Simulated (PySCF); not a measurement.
HBr at LC-ωPBE

Computed with LC-ωPBE; PySCF, no relativity, basis sets H 6-31G(d,p), Br 6-31G(d,p).

| Property | Result |
| --- | --- |
| state | ¹Σ⁺ (singlet), closed shell |
| bond length | 141.2 pm |
| harmonic wavenumber | 2769 cm⁻¹ |
| force constant | 4.50 mdyn/Å |
| rotational constant Be | 8.491 cm⁻¹ |
| anharmonicity ωexe | 41.0 cm⁻¹ |
| vibration–rotation constant αe | 0.210 cm⁻¹ |
| well depth De to H + Br | 3.85 eV |
| dissociation energy D0 | 3.68 eV |
| HOMO–LUMO gap | 14.32 eV |
| bond order (Mayer) | 0.96 |
| dipole moment (positive dipole means H(−)Br(+)) | -1.17 D |
